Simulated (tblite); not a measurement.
Compound: C6H6N (doublet state).
Numbering: `[H]/[N:1]=[CH:2]/[C:3]#[C:4][C:5]1[CH2:6][CH2:7]1` (hydrogens: H8 on N1; H9 on C2; H10, H11 on C6; H12, H13 on C7)
Bond orders are those of one Lewis drawing.

Computed with GFN2-xTB (tblite), gas phase: L-BFGS steps from a force-field or distance-geometry start until the largest atomic force falls under 0.01 eV/Å.

Step 90: E = -507.1604 eV
```
atom  x, y, z in Å  |  force x, y, z in eV/Å
N1      3.7053    0.3795    0.4550   -0.086  -0.107  -0.117
C2      2.8288   -0.4843    0.1030    0.119   0.125   0.008
C3      1.4727   -0.2077    0.1584   -0.015  -0.047  -0.022
C4      0.2538   -0.0027    0.1818   -0.032   0.017   0.020
C5     -1.0542    0.1563    0.2281   -0.008  -0.088   0.049
C6     -2.3565   -0.4998    0.3939    0.015  -0.019  -0.002
C7     -2.2427    1.0050    0.2776   -0.052  -0.049  -0.009
H8      4.6673    0.0689    0.3479    0.020  -0.020   0.014
H9      3.0612   -1.5012   -0.2654   -0.006   0.073   0.092
H10    -2.7673   -1.0810   -0.4243    0.016   0.098   0.040
H11    -2.5769   -0.9140    1.3709   -0.027  -0.045  -0.054
H12    -2.4267    1.6055    1.1593    0.043   0.024  -0.008
H13    -2.5693    1.4760   -0.6400    0.013   0.038  -0.013
```

Step 91: E = -507.1627 eV
```
atom  x, y, z in Å  |  force x, y, z in eV/Å
N1      3.7092    0.3826    0.4383   -0.097  -0.063  -0.082
C2      2.8296   -0.4861    0.1098    0.076   0.109  -0.039
C3      1.4747   -0.2018    0.1668   -0.060  -0.067  -0.016
C4      0.2546    0.0016    0.1908    0.032  -0.021   0.011
C5     -1.0542    0.1540    0.2309   -0.026  -0.054   0.034
C6     -2.3569   -0.5028    0.3890    0.010   0.014   0.034
C7     -2.2439    1.0019    0.2787   -0.028   0.005  -0.014
H8      4.6702    0.0727    0.3329    0.060  -0.047   0.005
H9      3.0557   -1.5103   -0.2461   -0.009   0.103   0.111
H10    -2.7664   -1.0741   -0.4359    0.014   0.056   0.050
H11    -2.5827   -0.9160    1.3657   -0.027  -0.067  -0.090
H12    -2.4255    1.5997    1.1631    0.029   0.017  -0.020
H13    -2.5688    1.4792   -0.6375    0.027   0.015   0.015
```

Step 92: E = -507.1653 eV
```
atom  x, y, z in Å  |  force x, y, z in eV/Å
N1      3.7166    0.3846    0.4203   -0.059   0.000  -0.056
C2      2.8305   -0.4845    0.1165    0.001   0.060  -0.076
C3      1.4760   -0.1934    0.1779   -0.056  -0.078  -0.003
C4      0.2552    0.0077    0.2038    0.084  -0.063   0.002
C5     -1.0542    0.1512    0.2412   -0.048  -0.014   0.006
C6     -2.3578   -0.5063    0.3848   -0.002   0.042   0.062
C7     -2.2460    0.9981    0.2797    0.012   0.056   0.008
H8      4.6761    0.0720    0.3108    0.055  -0.060   0.008
H9      3.0475   -1.5164   -0.2250   -0.010   0.119   0.115
H10    -2.7621   -1.0658   -0.4491    0.010   0.001   0.042
H11    -2.5950   -0.9223    1.3579   -0.024  -0.075  -0.108
H12    -2.4283    1.5953    1.1646    0.008   0.010  -0.023
H13    -2.5630    1.4805   -0.6369    0.029   0.000   0.023
```

Task: Estimate the geometry and energy of step 93. (The exact step hangs on the optimiser's Hessian estimate; all steps are aligned on step 92, rigid shifts and turns removed.)

Result: E = -507.1684 eV, largest force 0.211 eV/Å
```
atom  x, y, z in Å  |  force x, y, z in eV/Å
N1      3.7257    0.3904    0.3956   -0.078  -0.009  -0.071
C2      2.8310   -0.4814    0.1251    0.004   0.014  -0.078
C3      1.4772   -0.1859    0.1917   -0.037  -0.071   0.003
C4      0.2558    0.0130    0.2151    0.096  -0.097   0.005
C5     -1.0546    0.1478    0.2510   -0.052   0.029  -0.018
C6     -2.3591   -0.5094    0.3789   -0.022   0.058   0.072
C7     -2.2475    0.9951    0.2820    0.044   0.107   0.035
H8      4.6831    0.0718    0.2798    0.028  -0.064   0.020
H9      3.0384   -1.5264   -0.1885   -0.008   0.178   0.113
H10    -2.7576   -1.0559   -0.4654    0.009  -0.043   0.027
H11    -2.6100   -0.9336    1.3452   -0.013  -0.065  -0.114
H12    -2.4303    1.5893    1.1700   -0.006  -0.007  -0.049
H13    -2.5565    1.4858   -0.6343    0.036  -0.029   0.055
```

The energy changes by -0.0030 eV. The first-order estimate −F·Δx gives -0.0041 eV and the mean of the old and new forces, exact on a quadratic surface, -0.0030 eV. The step makes an angle of 79° with the force vector and moves no atom by more than 0.039 Å.

The cost below is that of the whole relaxation. On INTEL XEON PLATINUM 8581C at 2.10 GHz, one thread, no GPU (shared host), this took 0.57 s of wall time.
